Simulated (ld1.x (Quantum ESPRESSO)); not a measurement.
# u(r) = r·R(r): atom against pseudo-atom (C)

Columns: radius, all-electron u(r) and pseudo u(r) of the 2s shell (level -13.97 eV) of carbon in the configuration [He] 2s1.5 2p2.5; PBE, non-relativistic, TM scheme, ld1.x (Quantum ESPRESSO) 7.5.

| r (bohr) | all-electron | pseudo |
| --- | --- | --- |
| 0.118 | 0.3459 | -0.0726 |
| 0.235 | 0.2661 | -0.1479 |
| 0.353 | 0.0483 | -0.2312 |
| 0.470 | -0.1858 | -0.3263 |
| 0.588 | -0.3933 | -0.4393 |
| 0.705 | -0.5565 | -0.5632 |
| 0.822 | -0.6763 | -0.6764 |
| 0.940 | -0.7567 | -0.7567 |
| 1.058 | -0.8024 | -0.8024 |
| 1.175 | -0.8204 | -0.8204 |
| 1.292 | -0.8173 | -0.8173 |
| 1.410 | -0.7984 | -0.7984 |
| 1.528 | -0.7682 | -0.7682 |
| 1.645 | -0.7307 | -0.7307 |
| 1.763 | -0.6883 | -0.6883 |
| 1.880 | -0.6437 | -0.6437 |
| 1.998 | -0.5979 | -0.5979 |
| 2.115 | -0.5529 | -0.5529 |
| 2.232 | -0.5089 | -0.5089 |
| 2.350 | -0.4664 | -0.4664 |
| 2.468 | -0.4261 | -0.4261 |
| 2.585 | -0.3886 | -0.3886 |
| 2.702 | -0.3535 | -0.3535 |
| 2.820 | -0.3206 | -0.3206 |
| 2.938 | -0.2904 | -0.2904 |
| 3.055 | -0.2628 | -0.2628 |

(1) How many radial nodes do the two functions have?

(2) At about which radius was the pseudo-wave matched?

(3) Where does each function peak?

(4) Is the pseudo-wave norm-conserving?

Answers

(1) The all-electron 2s function has n − l − 1 = 1; the pseudo-wave has 0, since the states of the same l below it are removed with the core.

(2) 0.90 bohr, where the columns begin to agree (steps of 0.12 bohr).

(3) Outermost all-electron maximum near 1.18 bohr, pseudo maximum near 1.18 bohr (to the table’s step).

(4) Yes: the TM scheme keeps the norm inside the radius equal to the all-electron one, which fixes the energy derivative of the logarithmic derivative at the level.
